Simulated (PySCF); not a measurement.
## Exercise with solution: chemical shift, span and skew from a shielding tensor

C3H3BrF2, SMILES C(/C(F)F)=C/Br. Atoms are numbered in the order given.

```xyz
9

F     -0.3214     2.4670    -1.0961
C     -0.2693     1.6598     0.0000
F     -0.3214     2.4670     1.0961
C      1.0199     0.9033     0.0000
C      1.1690    -0.4208     0.0000
Br    -0.2470    -1.6827     0.0000
H     -1.1572     1.0081     0.0000
H      1.9203     1.5272     0.0000
H      2.1495    -0.8994     0.0000
```
Charge 0, spin multiplicity 1.

Geometry optimised at B3LYP-D3(BJ)/def2-SVP. The structure was generated by enumeration; whether it is a known compound was not checked. Other conformers were not sampled.

GIAO shieldings from PBE/pcSseg-1 (PySCF), non-relativistic, no solvent. The symmetric part of the tensor of C5 has the principal values -42.3, 50.4, 122.8 ppm. The same nucleus in TMS has σ = 182.0 ppm at this level (PySCF, at its B3LYP-D3(BJ)/def2-TZVP geometry). Without spin–orbit terms, shifts of atoms bonded to Cl or Br come out too high.

Question: Work out the isotropic shielding, the ¹³C shift against TMS, the span and the skew.

Answer: 
σ(iso) = (σ11 + σ22 + σ33)/3 = 43.6 ppm. δ = σ(ref) − σ(iso) = 182.0 − (43.6) = 138.4 ppm.
Span Ω = σ33 − σ11 = 165.1 ppm. Skew κ = 3(σ(iso) − σ22)/Ω = -0.12. Tumbling in solution averages the tensor to δ; in a static solid the shielding alone would spread this spin-1/2 line over Ω.
